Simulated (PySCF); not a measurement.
## Property card for `[BH3-][N+](C)(C)CC1CC1`

C₆H₁₆BN.
Atom-mapped SMILES: `[BH3-:1][N+:2]([CH3:3])([CH3:4])[CH2:5][CH:6]1[CH2:7][CH2:8]1` (hydrogens: H9, H10, H11 on B1; H12, H13, H14 on C3; H15, H16, H17 on C4; H18, H19 on C5; H20 on C6; H21, H22 on C7; H23, H24 on C8)

Cartesian coordinates in Å at the PBE0-D3(BJ)/def2-SVP level; atoms count from 1:
```
atom  x, y, z in Å
B1    -2.298    0.379   -0.951
N2    -1.016   -0.097   -0.044
C3    -1.353    0.089    1.376
C4    -0.758   -1.522   -0.307
C5     0.148    0.745   -0.430
C6     1.445    0.465    0.277
C7     2.417   -0.556   -0.246
C8     2.718    0.902   -0.390
H9    -3.233   -0.335   -0.606
H10   -1.966    0.198   -2.118
H11   -2.478    1.562   -0.685
H12   -2.277   -0.463    1.588
H13   -1.536    1.155    1.561
H14   -0.545   -0.274    2.029
H15   -0.508   -1.647   -1.368
H16    0.063   -1.900    0.320
H17   -1.679   -2.082   -0.102
H18   -0.168    1.785   -0.265
H19    0.268    0.623   -1.516
H20    1.427    0.599    1.364
H21    2.991   -1.141    0.478
H22    2.140   -1.108   -1.149
H23    3.501    1.342    0.232
H24    2.640    1.343   -1.388
```

Structural features include: cyclopropane ring.

From PBE0-D3(BJ)/def2-SVP geometry optimisation, gas phase (PySCF):

```
Point group                  : C1
Rotational constants A, B, C : 3.694, 1.213, 1.180 GHz
```

**wB97X-D/def2-SVPD ground state, ΔSCF and vertical TDDFT (core frozen in the response) (PySCF)**

```
Dipole moment                                                     : 5.35 D
HOMO energy                                                       : -9.51 eV
LUMO energy                                                       : 2.04 eV
HOMO–LUMO gap                                                     : 11.55 eV
Lowest singlet excitation                                         : 7.76 eV (160 nm, f = 0.066)
Strongest line among the 10 lowest singlet transitions            : S1 at 7.76 eV (160 nm, f = 0.066)
Lowest triplet excitation (Tamm–Dancoff)                          : 7.65 eV
Static isotropic polarisability                                   : 96.3 au
Vertical ionisation energy                                        : 9.98 eV
Electronic spatial extent ⟨r²⟩ about the centre of nuclear charge : 1200 bohr²
```

**CAM-B3LYP/pcSseg-1 ground state and GIAO shieldings, non-relativistic (PySCF)**

```
13C chemical shifts (computed TMS as zero) by class         : 69.3 (C5), 49.9 (C3/C4), 5.6 (C7/C8), 5.3 (C6) ppm
1H chemical shifts (computed TMS as zero) by class          : 2.51 (H18/H19), 2.44 (H12/H13/H14/H15/H16/H17), 2.02 (H9/H10/H11), 0.60 (H21/H23), 0.55 (H20), 0.16 (H22/H24) ppm
Isotropic shieldings of nuclei other than C and H, by class : 109 (B1), 202 (N2) ppm
```

From delta-SCF UKS SCAN, pcX-2 on the ionised atom, pcseg-1 elsewhere, spin-free X2C (PySCF):

```
Core binding energies : B1s 193.3 (B1), C1s 291.0 (C7/C8), C1s 291.1 (C6), C1s 291.8 (C5), C1s 291.8 (C3/C4), N1s 406.5 (N2) eV
```

Monoisotopic mass from the formula: 113.1376 u.

No computed singlet falls in the visible range (750 to 380 nm, 1.65 to 3.26 eV); S1 lies 4.50 eV above its blue end. In wavenumbers S1 is 62600 cm⁻¹ (1 eV = 8065.54 cm⁻¹). S1 lies 3.79 eV below the HOMO–LUMO gap. The rotational constants make it an asymmetric top with κ = (2B − A − C)/(A − C) = -0.97, nearer the prolate limit (−1). The polarisability is 14.27 Å³ as a volume (1 au = 0.148185 Å³), or 1.50 au for each of the 64 electrons.

 NMR classes are plain means over equivalent atoms (diastereotopic ones count apart unless rotation or inversion swaps them), as if these changed places fast; in this geometry the members of some classes differ.

For the geometry optimisation (PBE0-D3(BJ)/def2-SVP), time: 5.6 min wall, 5.0 min CPU; peak memory 0.92 GiB. Hardware: one thread, Intel Xeon at 2.50 GHz (x86_64), shared host with 64 logical CPUs at a one-minute load of 58.

One conformer stands for the species.
